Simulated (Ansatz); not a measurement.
Ta(NH)Cl3 (TaNCl₃H). Charge 0, multiplicity 1. Geometry PBE0-D4/def2-SVP, basis def2-TZVP, Ansatz.

```
run  HOMO (eV)  LUMO (eV)
  A      -9.81      -1.42
  B      -7.27      -3.12
  C      -8.35      -2.55
  D      -8.63      -2.36
  E      -9.97      -1.29
  F     -10.86      -0.29
```

In the def2 sets Ta takes a core potential; there is no spin–orbit coupling. B3LYP takes the VWN-RPA correlation.

**Question.** The runs used B3LYP, BHLYP, CAM-B3LYP, PBE, PBE0, ωB97M-V. Estimate which is which.

**Answer.** A BHLYP (50 % exact exchange); B PBE (0 % exact exchange); C B3LYP (20 % exact exchange); D PBE0 (25 % exact exchange); E CAM-B3LYP (range-separated); F ωB97M-V (range-separated). Exact exchange lowers occupied and raises empty levels; among semilocal functionals meta-GGAs tend to open the gap a little, and such runs are hard to tell apart. The gap grows from 4.15 eV (PBE) to 10.57 eV (ωB97M-V).
